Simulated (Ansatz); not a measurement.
A trace of molecular dynamics of BClHI (4 atoms, charge 0, multiplicity 1).

Level of theory: RKS LDA/def2-SVP (Ansatz).

```
ensemble        : NVT, Langevin thermostat
set temperature : 300 K
friction        : 0.01 /fs
seed            : 555254
```

| time (fs) | T (K) | potential energy less start (eV) |
| --- | --- | --- |
| 0.0 | 225 | 0.000 |
| 8.0 | 278 | 0.110 |
| 16.0 | 261 | 0.093 |
| 24.0 | 293 | 0.168 |
| 32.0 | 217 | 0.030 |
| 40.0 | 96 | 0.044 |
| 48.0 | 152 | 0.085 |
| 56.0 | 178 | 0.026 |
| 64.0 | 200 | 0.410 |
| 72.0 | 1524 | 0.691 |
| 80.0 | 999 | 4.088 |
| 88.0 | 571 | 4.324 |
| 96.0 | 6154 | 1.403 |
| 104.0 | 6700630 | 10.059 |
| 112.0 | 5702085 | 13.984 |
| 120.0 | 4863038 | 13.936 |
| 128.0 | 4132399 | 13.769 |
| 136.0 | 3522676 | 13.527 |
| 144.0 | 3004932 | 13.171 |
| 152.0 | 2558316 | 12.731 |
| 160.0 | 2182356 | 12.368 |

Q: Can this run be trusted? Judge the integration.

A: The temperature shot up to 6.7e+06 K, far beyond the bath's, so the integration failed: the time step of 4 fs is too long for the fastest motions that this run met, and the later frames carry no physical meaning.

Time of the run: 34 s on 1 thread of Arm Neoverse V1 (shared host), peak memory 0.1 GiB.
